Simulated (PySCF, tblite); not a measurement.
C₅H₁₁PSi.
Geometry (GFN2-xTB, Å), atoms numbered from 1 in this order:
```
atom  x, y, z in Å
C1     3.501   -0.399   -0.326
C2     2.071   -0.238   -0.193
C3     0.876   -0.122   -0.076
Si4   -0.952    0.158    0.075
C5    -1.860   -0.980   -1.158
C6    -1.489   -0.191    1.873
P7    -1.532    2.295   -0.411
H8     3.955    0.544   -0.630
H9     3.721   -1.157   -1.078
H10    3.931   -0.709    0.626
H11   -1.679   -2.026   -0.934
H12   -1.530   -0.796   -2.176
H13   -2.933   -0.810   -1.123
H14   -0.946    0.438    2.572
H15   -2.549    0.007    2.005
H16   -1.304   -1.225    2.143
H17   -0.762    2.359   -1.559
H18   -0.529    2.859    0.358
```

Method: CAM-B3LYP/def2-SVPD in PySCF (dipole) on a GFN2-xTB geometry, gas phase.

Masses are those of the commonest isotopes; rigid-rotor values at the optimised geometry. The values belong to one conformer with, in the numbering `[CH3:1][C:2]#[C:3][Si:4]([CH3:5])([CH3:6])[PH2:7]`, C3–Si4–P7–H 46° and -46°.

(1) Give the principal moments of inertia and the rotational constants in MHz.

(2) Classify the top.

(3) What does the inertial defect say?

(4) Which lines would a microwave search look for?

Answers

(1) Ia = 239.19, Ib = 551.79, Ic = 618.83 u·Å²; 505379 MHz·u·Å²/I gives A = 2113, B = 915.9, C = 816.7 MHz.

(2) An asymmetric top. Ray's parameter κ = (2B − A − C)/(A − C) = -0.847; −1 is the prolate and +1 the oblate limit.

(3) Not planar: Δ = Ic − Ia − Ib = -172.15 u·Å². For a rigid frame Δ = −2 Σ m c², so Σ m c² = 86.07 u·Å² lies off the ab plane: 26.40 from hydrogen and 59.68 from heavier atoms. The atom farthest from that plane is 2.47 Å away.

(4) The dipole components are |μa| = 1.83 D, |μb| = 0.43 D, |μc| = 0.00 D; the mirror of this Cs structure is the ab plane, so μc vanishes by symmetry and there are no c-type lines. Intensities carry the squares of the components, which stand as 1.00 : 0.06 (a : b). Some lines, for components of 0.1 D or more:

```csv
type,branch,"J(Ka,Kc)",MHz,lower level (cm⁻¹)
a,Q,"3(1,2) ← 3(1,3)",595,0.378
a,R,"1(0,1) ← 0(0,0)",1733,0.000
b,R,"2(0,2) ← 1(1,1)",2262,0.098
a,R,"2(1,2) ← 1(1,1)",3366,0.098
b,Q,"3(2,1) ← 3(1,2)",3475,0.398
a,R,"2(1,1) ← 1(1,0)",3564,0.101
b,Q,"3(2,2) ← 3(1,3)",4041,0.378
a,R,"3(1,3) ← 2(1,2)",5045,0.210
a,R,"3(0,3) ← 2(0,2)",5174,0.173
a,R,"3(2,2) ← 2(2,1)",5198,0.340
a,R,"3(2,1) ← 2(2,0)",5221,0.340
b,R,"3(1,3) ← 2(0,2)",6149,0.173
b,Q,"3(3,1) ← 3(2,2)",6236,0.513
b,R,"2(2,1) ← 1(1,0)",7155,0.101
b,R,"3(2,2) ← 2(1,1)",8789,0.220
b,R,"3(2,1) ← 2(1,2)",9116,0.210
b,R,"3(3,1) ← 2(2,0)",11428,0.340
b,R,"3(3,0) ← 2(2,1)",11434,0.340
```

Its lowest GFN2-xTB frequency is 19i cm⁻¹, too small to tell a flat minimum from a shallow saddle. Zero-point vibration and centrifugal distortion are left out. A rigid rotor knows nothing of internal rotation, which can split or shift real lines.

On one thread of an Arm Neoverse N1, no GPU, shared host with 64 logical CPUs at a one-minute load of 27, this took 91 s of wall time and 1.1 GiB of memory at its peak. This is the CAM-B3LYP/def2-SVPD job that gave the dipole, with the excitations it also computed.
